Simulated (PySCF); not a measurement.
# How well do the runs reproduce experiment for CsF?

**What was measured.**

From Liu, Meijer, Perez-Rios, Phys. Chem. Chem. Phys. 22 (2020) 24191, for the gas: dipole moment 7.8839 D.

The runs below try to reproduce these values; the comparison stands at the end.

CsF.
Atom-mapped SMILES: `[F:1][Cs:2]`

Cartesian coordinates in Å at the PBE0-D3(BJ)/def2-SVP level; atoms count from 1:
```xyz
2
CsF angstrom
F      1.1890   -0.1854    0.0825
Cs    -1.1721    0.1563   -0.0939
```

The PySCF runs (gas phase, on this PBE0-D3(BJ)/def2-SVP geometry; no spin–orbit coupling):

```
                             level                                                           job  basis functions  wall time
PBE0-D3(BJ)/def2-SVP, grid level 1  geometry optimisation from a GFN2-xTB start shaken at random               38      4.6 s
```

Hardware: Intel Xeon 6975P-C, one thread, no GPU, on a shared host.

Atoms past Kr carry def2 core potentials in the def2 sets.

Results beside the measurements:

**Dipole moment.** Measured: 7.8839 D (Liu, Meijer, Perez-Rios, Phys. Chem. Chem. Phys. 22 (2020) 24191).

```csv
level,computed (D),computed − measured (D),% (from the printed values)
PBE0-D3(BJ)/def2-SVP,7.684,-0.200,-3
```

The computed dipoles belong to one fixed geometry; measured ones are averaged over vibrations unless marked μe. Magnitudes are compared, not signs.

The geometry is computed, not the measured one. Where a level misses, the cause wasn't examined.
